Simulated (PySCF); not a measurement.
# Molecular orbitals of ZnS

PBE0 at R = 2.043 Å; Zn cc-pVDZ-PP with ECP10, S cc-pV(D+d)Z; scalar-relativistic core potentials (PySCF 2.14). State: ¹Σ⁺ (singlet), closed shell. Only the outer orbitals are listed, counted within each symmetry, core potentials removing the inner ones.

```
orbital  occ.  ε (eV)  on Zn (%)           main shells (%)
     3π     2  -15.35         99                   99 Zn d
     3π     2  -15.35         99                   99 Zn d
     1δ     2  -15.15        100                  100 Zn d
     1δ     2  -15.15        100                  100 Zn d
     7σ     2  -15.00         85           83 Zn d, 14 S s
     8σ     2   -8.92         48           46 Zn s, 46 S p
     4π     2   -6.46         13           87 S p, 12 Zn p
     4π     2   -6.46         13           87 S p, 12 Zn p
     9σ     0   -4.15         70  37 Zn s, 32 Zn p, 30 S p
     5π     0   -0.42         89           89 Zn p, 10 S p
     5π     0   -0.42         89           89 Zn p, 10 S p
```

**Question.** Which are the highest filled and the lowest empty level, where do they sit, and how wide is the gap?

**Answer.** Highest filled 4π at -6.46 eV (in %: 87 S p, 12 Zn p); lowest empty 9σ at -4.15 eV (in %: 37 Zn s, 32 Zn p, 30 S p); the gap at PBE0 is 2.31 eV.

The bond order (Mayer) is 1.97. The ⟨S²⟩ is 0.000 and the charge on Zn (Mulliken, basis-dependent) is 0.41. The charge on Zn (Löwdin, basis-dependent) is 0.27. The dipole moment (positive dipole means Zn(−)S(+)) is -5.25 D. The polarisability along the bond is 71.2 bohr³ and the polarisability across the bond is 36.4 bohr³.
